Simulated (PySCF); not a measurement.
Compound: ZnBr2(NH3)2 (singlet state).
Geometry (PBE0-D3(BJ)/def2-SVP, Å), atoms numbered from 1 in this order:
```xyz
11
Br2H6N2Zn angstrom
Zn     0.6856    0.0014    0.4080
Br     0.4916    0.0846    2.7364
Br     2.3735   -0.0130   -1.2270
N     -0.3440    1.7415   -0.2287
H      0.1234    2.4982    0.2738
H     -1.3403    1.8303   -0.0300
H     -0.1840    1.9002   -1.2244
N     -0.3202   -1.7806   -0.1325
H     -0.4780   -1.8644   -1.1369
H     -1.1914   -1.9672    0.3638
H      0.3336   -2.5226    0.1216
```

Method used: TDDFT CAM-B3LYP/def2-SVPD, vertical, gas phase, core orbitals frozen in the response in PySCF. The CAM-B3LYP/def2-SVPD calculation is non-relativistic and has no spin–orbit coupling, an omission that weighs most on bromine.

Transition dipole moments from the ground state, in atomic units and in the frame of the coordinates above (overall signs are arbitrary), for the states with f of 0.002 or more among the lowest 9:

```
state  E (eV)      μx      μy      μz
   S1   5.856   0.217  -0.025  -0.393
   S3   5.992   0.853   0.047   0.424
   S4   6.071   0.019  -1.013   0.046
   S5   6.845  -0.172  -0.004   0.411
   S7   6.909  -0.021   0.353  -0.018
   S8   6.941   0.120   0.003  -0.320
   S9   6.950  -0.123   0.013   0.240
```

Question: Work out the oscillator strengths.

Answer: f = (2/3) ΔE |μ|² with ΔE in hartree (27.2114 eV).

```tsv
state	|μ|² (au)	|μ| (D)	f
S1	0.202	1.14	0.029
S3	0.910	2.42	0.134
S4	1.028	2.58	0.153
S5	0.198	1.13	0.033
S7	0.125	0.90	0.021
S8	0.117	0.87	0.020
S9	0.073	0.69	0.012
```

Question: What angle do the transition dipoles of S4 and S5 make?

Answer: |cos θ| = |μa·μb| / (|μa| |μb|) = 0.04, so θ ≈ 88° (taken between 0 and 90°, since the signs are arbitrary).
